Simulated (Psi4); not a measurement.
Job for Psi4: SAPT0/jun-cc-pV(D+d)Z on C4H8 (a complex), monomers drawn apart or pushed together.

```
memory 2025 MB

molecule dimer {
0 1
C    -0.20440649   -0.04430182   -0.29071696
H     0.37230030   -0.09913342   -1.21308321
H    -0.75803661    0.89371268   -0.26659162
H    -0.90208411   -0.88016963   -0.25156153
H     0.46781400   -0.09127708    0.56443765
--
0 1
C     1.47621841   -0.03665128    4.09802517
C     0.18617596    0.04058202    3.95474029
C    -1.10272387    0.11774008    3.80541911
H     1.97469256   -0.99332594    4.20427429
H     2.09475916    0.85331807    4.11669240
H    -1.55410278    0.10076880    2.82030241
H    -1.76470366    0.20151231    4.65952713
units angstrom
symmetry c1
no_reorient
no_com
}

set {
  basis jun-cc-pV(D+d)Z
  scf_type df
  freeze_core true
}

energy('sapt0')
```

The log:

```
[...]
==> Input File <==

--------------------------------------------------------------------------
memory 2025 MB

molecule dimer {
0 1
C    -0.20440649   -0.04430182   -0.29071696
H     0.37230030   -0.09913342   -1.21308321
H    -0.75803661    0.89371268   -0.26659162
H    -0.90208411   -0.88016963   -0.25156153
H     0.46781400   -0.09127708    0.56443765
--
0 1
C     1.47621841   -0.03665128    4.09802517
C     0.18617596    0.04058202    3.95474029
C    -1.10272387    0.11774008    3.80541911
H     1.97469256   -0.99332594    4.20427429
H     2.09475916    0.85331807    4.11669240
H    -1.55410278    0.10076880    2.82030241
H    -1.76470366    0.20151231    4.65952713
units angstrom
symmetry c1
no_reorient
no_com
}

set {
  basis jun-cc-pV(D+d)Z
  scf_type df
  freeze_core true
}

energy('sapt0')
--------------------------------------------------------------------------


   => Loading Basis Set <=

    Name: JUN-CC-PV(D+D)Z
    Role: ORBITAL
    Keyword: BASIS
    atoms 1, 6-8    entry C          line   188 file jun-cc-pv_dpd_z.gbs
    atoms 2-5, 9-12 entry H          line    60 file jun-cc-pv_dpd_z.gbs

   => Loading Basis Set <=

    Name: JUN-CC-PV(D+D)Z
    Role: ORBITAL
    Keyword: BASIS
    atoms 1, 6-8    entry C          line   188 file jun-cc-pv_dpd_z.gbs
    atoms 2-5, 9-12 entry H          line    60 file jun-cc-pv_dpd_z.gbs


  //>>>>>>>>>>>>>>>>>>>>>>>>>>>>>>>>>>>//
  //              Dimer HF             //
  //<<<<<<<<<<<<<<<<<<<<<<<<<<<<<<<<<<<//

   => Libint2 <=

    Primary   basis highest AM E, G, H:  7, 6, 3
    Auxiliary basis highest AM E, G, H:  7, 7, 4
    Onebody   basis highest AM E, G, H:  -, -, -
    Solid Harmonics ordering:            Gaussian


   => Loading Basis Set <=

    Name: JUN-CC-PV(D+D)Z
    Role: ORBITAL
    Keyword: BASIS
    atoms 1, 6-8    entry C          line   188 file jun-cc-pv_dpd_z.gbs
    atoms 2-5, 9-12 entry H          line    60 file jun-cc-pv_dpd_z.gbs


         ---------------------------------------------------------
                                   SCF
               by Justin Turney, Rob Parrish, Andy Simmonett
                          and Daniel G. A. Smith
                              RHF Reference
                        1 Threads,   1931 MiB Core
         ---------------------------------------------------------

  ==> Geometry <==

    Molecular point group: c1
    Full point group: C1

    Geometry (in Angstrom), charge = 0, multiplicity = 1:

       Center              X                  Y                   Z               Mass
    ------------   -----------------  -----------------  -----------------  -----------------
         C           -0.204406490000    -0.044301820000    -0.290716960000    12.000000000000
         H            0.372300300000    -0.099133420000    -1.213083210000     1.007825032230
         H           -0.758036610000     0.893712680000    -0.266591620000     1.007825032230
         H           -0.902084110000    -0.880169630000    -0.251561530000     1.007825032230
         H            0.467814000000    -0.091277080000     0.564437650000     1.007825032230
         C            1.476218410000    -0.036651280000     4.098025170000    12.000000000000
         C            0.186175960000     0.040582020000     3.954740290000    12.000000000000
         C           -1.102723870000     0.117740080000     3.805419110000    12.000000000000
         H            1.974692560000    -0.993325940000     4.204274290000     1.007825032230
         H            2.094759160000     0.853318070000     4.116692400000     1.007825032230
         H           -1.554102780000     0.100768800000     2.820302410000     1.007825032230
         H           -1.764703660000     0.201512310000     4.659527130000     1.007825032230

  Running in c1 symmetry.

  Rotational constants: A =      0.28770  B =      0.02649  C =      0.02449 [cm^-1]
  Rotational constants: A =   8624.93055  B =    794.05465  C =    734.23294 [MHz]
  Nuclear repulsion =   99.290069188007379

  Charge       = 0
  Multiplicity = 1
  Electrons    = 32
  Nalpha       = 16
  Nbeta        = 16

  ==> Algorithm <==

  SCF Algorithm Type is DF.
  DIIS enabled.
  MOM disabled.
  Fractional occupation disabled.
  Guess Type is SAD.
  Energy threshold   = 1.00e-08
  Density threshold  = 1.00e-08
  Integral threshold = 1.00e-12

  ==> Primary Basis <==

  Basis Set: JUN-CC-PV(D+D)Z
    Blend: JUN-CC-PV(D+D)Z
    Number of shells: 56
    Number of basis functions: 112
    Number of Cartesian functions: 116
    Spherical Harmonics?: true
    Max angular momentum: 2

   => Loading Basis Set <=

    Name: (JUN-CC-PV(D+D)Z AUX)
    Role: JKFIT
    Keyword: DF_BASIS_SCF
    atoms 1, 6-8    entry C          line   146 file jun-cc-pvdz-jkfit.gbs
    atoms 2-5, 9-12 entry H          line    70 file jun-cc-pvdz-jkfit.gbs

  ==> Integral Setup <==

  DFHelper Memory: AOs need 0.049 GiB; user supplied 1.414 GiB.
  SCF_SUBTYPE=INCORE selected. In-core MEM_DF algorithm will be used.
[...]
A      2.591830
      96A      2.599065    97A      2.651516    98A      2.739329
      99A      2.743574   100A      2.748636   101A      2.855418
     102A      3.005228   103A      3.009150   104A      3.018458
     105A      3.138935   106A      3.158709   107A      3.161475
     108A      3.551243   109A      5.042764   110A      5.050999
     111A      5.057845   112A     18.436181

    Final Occupation by Irrep:
              A
    DOCC [    11 ]
    NA   [    11 ]
    NB   [    11 ]

  @DF-RHF Final Energy:  -115.87491815371153

   => Energetics <=

    Nuclear Repulsion Energy =             59.4184019627494564
    One-Electron Energy =                -272.3369987794415579
    Two-Electron Energy =                  97.0436786629805823
    Total Energy =                       -115.8749181537115334

Computation Completed


Properties will be evaluated at   0.000000,   0.000000,   0.000000 [a0]

Properties computed using the SCF density matrix


 Multipole Moments:

 ------------------------------------------------------------------------------------
     Multipole            Electronic (a.u.)      Nuclear  (a.u.)        Total (a.u.)
 ------------------------------------------------------------------------------------

 L = 1.  Multiply by 2.5417464519 to convert [e a0] to [Debye]
 Dipole X            :         -7.7642863            7.7642578           -0.0000285
 Dipole Y            :         -1.6860313            1.6861991            0.0001679
 Dipole Z            :       -164.3130749          164.3115045           -0.0015704
 Magnitude           :                                                    0.0015796

 ------------------------------------------------------------------------------------

  Constructing Basis Sets for SAPT...

   => Loading Basis Set <=

    Name: (JUN-CC-PV(D+D)Z AUX)
    Role: RIFIT
    Keyword: DF_BASIS_SAPT
    atoms 1, 6-8    entry C          line   100 file jun-cc-pvdz-ri.gbs
    atoms 2-5, 9-12 entry H          line    30 file jun-cc-pvdz-ri.gbs

   => Loading Basis Set <=

    Name: (JUN-CC-PV(D+D)Z AUX)
    Role: JKFIT
    Keyword: DF_BASIS_ELST
    atoms 1, 6-8    entry C          line   146 file jun-cc-pvdz-jkfit.gbs
    atoms 2-5, 9-12 entry H          line    70 file jun-cc-pvdz-jkfit.gbs


  //>>>>>>>>>>>>>>>>>>>>>>>>>>>>>>>>>>>//
  //               SAPT0               //
  //<<<<<<<<<<<<<<<<<<<<<<<<<<<<<<<<<<<//



        SAPT0
    Ed Hohenstein
     6 June 2009

      Orbital Information
  --------------------------
    NSO        =       112
    NMO        =       112
    NRI        =       372
    NRI (Elst) =       500
    NOCC A     =         5
    NOCC B     =        11
    FOCC A     =         1
    FOCC B     =         3
    NVIR A     =       107
    NVIR B     =       101

    Elst10,r            =    -0.000338418520 [Eh]
    Exch10              =     0.000548225323 [Eh]
    Exch10 (S^2)        =     0.000548030602 [Eh]

    Maxiter = 50
    CPHF R converge = 1.000000E-08

    Iter     Energy [mEh]          dE [mEh]         Residual      Time [s]
       1      -0.04432804       0.044328042     9.057335e-04             0
       2      -0.05347437       0.009146328     1.870788e-04             0
       3      -0.05358715       0.000112784     5.625875e-05             1
       4      -0.05344774      -0.000139418     1.137109e-05             1
       5      -0.05343593      -0.000011810     1.693309e-06             1
       6      -0.05344127       0.000005340     2.223952e-07             1
       7      -0.05344079      -0.000000475     2.890931e-08             1
       8      -0.05344083       0.000000036     3.246680e-09             1

    CHF Iterations converged

    Maxiter = 50
    CPHF R converge = 1.000000E-08

    Iter     Energy [mEh]          dE [mEh]         Residual      Time [s]
       1      -0.02739057       0.027390572     6.177557e-04             0
       2      -0.03291786       0.005527284     1.701306e-04             0
       3      -0.03302912       0.000111265     6.957109e-05             0
       4      -0.03283021      -0.000198910     1.447185e-05             0
       5      -0.03285679       0.000026578     4.047683e-06             0
       6      -0.03285734       0.000000551     1.263749e-06             0
       7      -0.03285586      -0.000001480     2.669838e-07             0
       8      -0.03285595       0.000000087     6.701412e-08             0
       9      -0.03285600       0.000000054     1.335449e-08             0
      10      -0.03285600      -0.000000004     5.083170e-09             0

    CHF Iterations converged

    Ind20,r (A<-B)      =    -0.000053440827 [Eh]
    Ind20,r (B<-A)      =    -0.000032855998 [Eh]
    Ind20,r             =    -0.000086296824 [Eh]
    Exch-Ind20,r (A<-B) =     0.000032570900 [Eh]
    Exch-Ind20,r (B<-A) =     0.000024216510 [Eh]
    Exch-Ind20,r        =     0.000056787411 [Eh]
    Disp20              =    -0.000958774821 [Eh]
    Disp20 (SS)         =    -0.000479387410 [Eh]
    Disp20 (OS)         =    -0.000479387410 [Eh]
    Exch-Disp20         =     0.000044984042 [Eh]
    Exch-Disp20 (SS)    =     0.000025917854 [Eh]
    Exch-Disp20 (OS)    =     0.000019066189 [Eh]

    SAPT Results
  --------------------------------------------------------------------------------------------------------
    Electrostatics                 -0.33841852 [mEh]      -0.21236083 [kcal/mol]      -0.88851770 [kJ/mol]
      Elst10,r                     -0.33841852 [mEh]      -0.21236083 [kcal/mol]      -0.88851770 [kJ/mol]

    Exchange                        0.54822532 [mEh]       0.34401658 [kcal/mol]       1.43936539 [kJ/mol]
      Exch10                        0.54822532 [mEh]       0.34401658 [kcal/mol]       1.43936539 [kJ/mol]
      Exch10(S^2)                   0.54803060 [mEh]       0.34389439 [kcal/mol]       1.43885415 [kJ/mol]

    Induction                      -0.06733833 [mEh]      -0.04225544 [kcal/mol]      -0.17679677 [kJ/mol]
      Ind20,r                      -0.08629682 [mEh]      -0.05415207 [kcal/mol]      -0.22657228 [kJ/mol]
      Exch-Ind20,r                  0.05678741 [mEh]       0.03563464 [kcal/mol]       0.14909533 [kJ/mol]
      delta HF,r (2)               -0.03782892 [mEh]      -0.02373801 [kcal/mol]      -0.09931982 [kJ/mol]

    Dispersion                     -0.91379078 [mEh]      -0.57341237 [kcal/mol]      -2.39915736 [kJ/mol]
      Disp20                       -0.95877482 [mEh]      -0.60164028 [kcal/mol]      -2.51726294 [kJ/mol]
      Exch-Disp20                   0.04498404 [mEh]       0.02822791 [kcal/mol]       0.11810559 [kJ/mol]
      Disp20 (SS)                  -0.47938741 [mEh]      -0.30082014 [kcal/mol]      -1.25863147 [kJ/mol]
      Disp20 (OS)                  -0.47938741 [mEh]      -0.30082014 [kcal/mol]      -1.25863147 [kJ/mol]
      Exch-Disp20 (SS)              0.02591785 [mEh]       0.01626370 [kcal/mol]       0.06804732 [kJ/mol]
      Exch-Disp20 (OS)              0.01906619 [mEh]       0.01196421 [kcal/mol]       0.05005827 [kJ/mol]

  Total HF                          0.14246847 [mEh]       0.08940031 [kcal/mol]       0.37405091 [kJ/mol]
  Total SAPT0                      -0.77132231 [mEh]      -0.48401206 [kcal/mol]      -2.02510645 [kJ/mol]

  Special recipe for scaled SAPT0 (see Manual):
    Electrostatics sSAPT0          -0.33841852 [mEh]      -0.21236083 [kcal/mol]      -0.88851770 [kJ/mol]
    Exchange sSAPT0                 0.54822532 [mEh]       0.34401658 [kcal/mol]       1.43936539 [kJ/mol]
    Induction sSAPT0               -0.06727778 [mEh]      -0.04221745 [kcal/mol]      -0.17663779 [kJ/mol]
    Dispersion sSAPT0              -0.91374281 [mEh]      -0.57338227 [kcal/mol]      -2.39903142 [kJ/mol]
  Total sSAPT0                     -0.77121379 [mEh]      -0.48394396 [kcal/mol]      -2.02482153 [kJ/mol]
  --------------------------------------------------------------------------------------------------------



*** Psi4 exiting successfully. Buy a developer a beer!
```

The run finished.

Cost: very roughly 13 core-seconds.
